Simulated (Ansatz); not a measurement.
Mulliken charges of ClF2HMoOS (`[OH][Mo]([F])([F])(=[S])[Cl]`) from PBE/def2-TZVPP in Ansatz (PBE0-D4/def2-TZVP geometry).

```csv
atom,x (Å),y (Å),z (Å),charge (e)
O1,-0.063,-0.099,-1.527,-0.345
Mo2,0.177,-0.013,0.303,1.174
F3,-0.414,-0.192,2.041,-0.292
F4,0.045,-1.863,0.321,-0.320
S5,2.168,0.509,0.484,-0.207
Cl6,-0.991,1.950,0.332,-0.227
H7,-0.861,-0.360,-1.999,0.218
```

Q: By hand: the dipole of these point charges (1 e Å = 4.8032 D).

A: Σ q r = (-0.075, 0.045, -0.427) e Å, of length 0.436 e Å = 2.09 D.

Q: How does the dipole of the full density compare? (Best estimate.)

A: Ansatz gave: (-0.065, -0.017, -0.456) e Å, 2.21 D; the point charges give 0.95 times that, at 8° from its direction.

Point charges leave out the atoms' own dipoles, such as those of lone pairs, and Mulliken's split depends on the basis, so the close match here is no proof of good charges.
